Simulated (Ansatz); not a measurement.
The cluster LaB6⁺. Charge 1, multiplicity 1. Geometry B3LYP-D4/def2-SVP.

Cartesian coordinates in Å:
```
La 0.734 0.109 1.951
B 1.579 -0.817 -0.221
B -1.012 -0.347 -0.204
B -1.283 1.039 0.678
B -0.611 1.284 -0.733
B 0.121 -1.422 -0.442
B 0.472 0.155 -1.029
```

In the def2 sets La takes a core potential; there is no spin–orbit coupling. B3LYP takes the VWN-RPA correlation. HSE06 is defined as in plane-wave codes, on full-range PBE exchange. The restricted singlet is unstable towards broken spin symmetry in Hartree–Fock (as tested in another run); at PBE-D4/def2-TZVP, r2SCAN-D4/def2-TZVP, B3LYP-D4/def2-TZVP, PBE0-D4/def2-TZVP and others this wasn't settled. The structure comes from a short search, and lower isomers may exist.

Estimate the orbital energies around the gap (eV) in Ansatz with PBE-D4/def2-TZVP, r2SCAN-D4/def2-TZVP, B3LYP-D4/def2-TZVP, PBE0-D4/def2-TZVP, HSE06-D4/def2-TZVP.


| orbital | PBE-D4/def2-TZVP | r2SCAN-D4/def2-TZVP | B3LYP-D4/def2-TZVP | PBE0-D4/def2-TZVP | HSE06-D4/def2-TZVP |
| --- | --- | --- | --- | --- | --- |
| HOMO−5 | -12.13 | -12.26 | -12.74 | -13.08 | -12.68 |
| HOMO−4 | -11.31 | -11.50 | -12.08 | -12.35 | -11.96 |
| HOMO−3 | -11.02 | -11.20 | -11.80 | -12.07 | -11.67 |
| HOMO−2 | -10.77 | -10.87 | -11.36 | -11.58 | -11.21 |
| HOMO−1 | -10.13 | -10.22 | -10.83 | -11.05 | -10.67 |
| HOMO | -9.25 | -9.29 | -9.76 | -9.95 | -9.59 |
| LUMO | -9.06 | -8.91 | -8.35 | -8.26 | -8.63 |
| LUMO+1 | -7.57 | -7.29 | -6.87 | -6.69 | -7.07 |
| LUMO+2 | -7.21 | -6.84 | -6.64 | -6.35 | -6.73 |
| LUMO+3 | -6.91 | -6.57 | -6.23 | -6.01 | -6.39 |
| LUMO+4 | -6.58 | -6.13 | -6.09 | -5.79 | -6.14 |
| LUMO+5 | -6.32 | -5.80 | -5.74 | -5.48 | -5.85 |
